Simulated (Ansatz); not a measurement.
Compare A (`[CH3][Al]([Cl])[SiH](O)F`) with its isomer B (`C[Si](F)(Cl)[O][AlH2]`).

Gas-phase electronic energies from Ansatz, PBE0-D4/def2-TZVP geometries. CBS: MP2 limit from def2 TZ/QZ plus the TZ coupled-cluster correction, frozen cores. Functionals use def2-TZVPP. Each species was taken in one conformer, which may not be the lowest.

Which is lower in electronic energy at CCSD(T)/CBS, and by how much? (Best estimate.)

Ansatz gave: B, by 132.8 kJ/mol.

Give E(B) − E(A) in kJ/mol with CCSD(T)/def2-TZVPP, CCSD/def2-TZVPP, B2PLYP, PBE0-D4, HF/def2-TZVPP, PBE-D4, ωB97M-V. (Estimate.)

Ansatz gave: CCSD(T)/def2-TZVPP -134.2, CCSD/def2-TZVPP -137.0, B2PLYP -133.5, PBE0-D4 -117.6, HF/def2-TZVPP -152.2, PBE-D4 -106.8, ωB97M-V -139.2. None reverses the order clearly.

Largest T1 diagnostic: 0.011.

From PBE to PBE0 (25 % exact exchange), in def2-TZVPP and without D4, E(B) − E(A) moves by −11.7 kJ/mol. The D4 term adds −6.6 kJ/mol with B3LYP and −3.2 kJ/mol with PBE0; it sums over pairs of atoms, weighted by their polarisabilities, and B3LYP, whose exchange is more repulsive, gets the larger term.

B3LYP here is the variant with VWN-RPA as its local correlation; programs differ in this.
